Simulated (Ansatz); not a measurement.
CH8FNOSi2, SMILES O[SiH2]N[SiH2]CF.

Geometry: B3LYP-D3(BJ)/def2-SVP. This is a generated structure with no PubChem entry under its InChIKey; it may be hypothetical. Other conformers were not sampled.

Two levels are set side by side: PBE/def2-SVPD (Ansatz, a program for electronic structure) and PBE0/def2-SVPD (Ansatz). Energy differences of separate SCF runs at the same geometry; the states with an electron removed or added have multiplicity 2 and 2. Differences are taken from unrounded values.

| quantity | PBE0 | PBE | PBE minus PBE0 |
|---|---|---|---|
| vertical ionisation energy (eV) | 9.59 | 9.16 | -0.43 |
| vertical singlet–triplet gap (eV) | 6.08 | 5.52 | -0.55 |
